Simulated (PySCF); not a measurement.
**Polarisability and C₆ of Sm²⁺ (samarium, charge +2)**

[Xe] 4f6, high-spin 7F determinant. Calculation: PySCF 2.14, in x2c-TZVPPall with one added diffuse shell each of s, p, d, f type (12s8p8d5f2g, 129 functions); the spin-free X2C one-electron Hamiltonian (Gaussian nucleus). Coupled (time-dependent) response in atomic units; α is the mean over directions.

```tsv
method	mean α (bohr³)	α xx, yy, zz	C₆ (like pair)	S(−4)
UHF	8.661	8.455, 8.455, 9.072	51.79	49.13
```

S(−4) is the Cauchy moment in α(ω) = α(0) + S(−4) ω² + …

Spin-orbit coupling is absent.

α(iu) at UHF:

| u (hartree) | α(iu) (bohr³) |
| --- | --- |
| 0 | 8.661 |
| 0.0500 | 8.545 |
| 0.100 | 8.266 |
| 0.200 | 7.622 |
| 0.300 | 7.068 |
| 0.500 | 6.111 |
| 0.750 | 5.033 |
| 1.00 | 4.121 |
| 1.50 | 2.823 |
| 2.00 | 2.033 |
| 3.00 | 1.205 |
| 5.00 | 0.5911 |

A single London oscillator, α(iu) = α/(1 + u²/ω²), gives C₆ = (3/4) ω α². Matching the computed C₆ needs ω = 4 × 51.79 / (3 × 8.661²) = 0.921 hartree.

For an ion, C₆ is the dispersion term alone; charge-induced terms of lower order in 1/R come first.

The components differ because the open shell of this determinant is not spherical; for a pure term their mean is the scalar polarisability.

Spin-orbit coupling, absent here, splits the open shell strongly.
